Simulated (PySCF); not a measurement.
Al(Br)(Me)(OMe) (C2H6AlBrO), SMILES C[O][Al]([CH3])[Br].

The structure is a stationary point at B3LYP-D3(BJ)/def2-SVP. The values are those of a single conformer.

The numbers are results of C-PCM-ωB97X/def2-SVP in PySCF 2.14.0, not measurements.

The values are the electrostatic part of the solvation free energy, E(continuum) − E(gas) at the gas-phase geometry, in a cavity of scaled van der Waals radii (PySCF's table); cavitation and dispersion terms are not included. A continuum can't describe solvent molecules that bind to the metal. In vacuum the orbital gap is 12.26 eV. The dipole moment in vacuum is 1.20 D.

| solvent | ε | ΔG(elec) (kcal/mol) | dipole (D) | gap (eV) |
|---|---|---|---|---|
| water | 78.36 | -5.1 | 1.51 | 12.65 |
| ethylethanoate | 5.99 | -4.2 | 1.46 | 12.58 |
| acetone | 20.49 | -4.9 | 1.50 | 12.63 |
